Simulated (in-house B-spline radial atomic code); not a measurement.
A fraction x of an electron is added to 5p in neutral tin, starting from [Kr] 4d10 5s2 5p2 and keeping the highest spin. Method: scalar-relativistic (X2C) AM05, spin-polarised, spherical fractional occupations, Fermi nucleus of rms radius 4.6519 fm. Calculated with a B-spline radial code for spherical atoms.

```
  x  E(x) - E(0) (eV)  5p up level (eV)
  0            0.0000            -4.125
0.1           -0.3829            -3.535
0.2                 ?                 ?
0.3           -0.9750            -2.397
0.4                 ?                 ?
0.5           -1.3458            -1.323
0.6           -1.4526            -0.815
0.7           -1.5096            -0.329
```

What belongs in the row x = 0.2?

An energy change of -0.7074 eV; 5p up at -2.958 eV.

What belongs in the row x = 0.4?

An energy change of -1.1873 eV; 5p up at -1.851 eV.

Check Janak's theorem between x = 0.5 and 0.6.

The slope of the energy is -1.07 eV; the orbital levels give -1.07 eV (ε of the filling orbital, averaged over the two points).

Up to what added charge does this functional bind the extra electron?

The highest level rises by about 4.9 eV per electron near x = 0.7 and would reach zero near x = 0.77, so a whole extra electron isn't bound at the basis-set limit.
